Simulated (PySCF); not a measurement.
**Working out the ionisation energy of Cr²⁺**

Cr²⁺ [Ar] 3d4 (5D) → Cr³⁺ [Ar] 3d3 (4F). Computed with PySCF 2.14 in def2-TZVPPD, with the non-relativistic Hamiltonian (point nucleus). Frozen: [Ne]. Energies in hartree (1 hartree = 27.21139 eV):

| part | Cr²⁺ (lower) | Cr³⁺ (upper) |
| --- | --- | --- |
| UHF | -1042.561298 | -1041.463400 |
| CCSD correlation | -0.337625 | -0.298225 |
| (T) | -0.006023 | -0.004846 |

Problem. What does Hartree-Fock give?

Solution. (-1041.463400) − (-1042.561298) = 1.097898 hartree = 29.875 eV.

Problem. What do CCSD and CCSD(T) give?

Solution. The CCSD correlation energies differ by 0.039400 hartree = 1.072 eV and the triples by 0.001177 hartree = 0.032 eV, so CCSD gives 30.947 eV and CCSD(T) 30.979 eV.

A first-order spin-orbit estimate adds -0.024 eV to CCSD(T) (valence and next inner shell), giving 30.955 eV against 30.959 ± 0.025 eV (measured; NIST Atomic Spectra Database, ionization energies).

The calculation is non-relativistic.

What remains against the reference includes basis incompleteness, the frozen core and higher excitations.
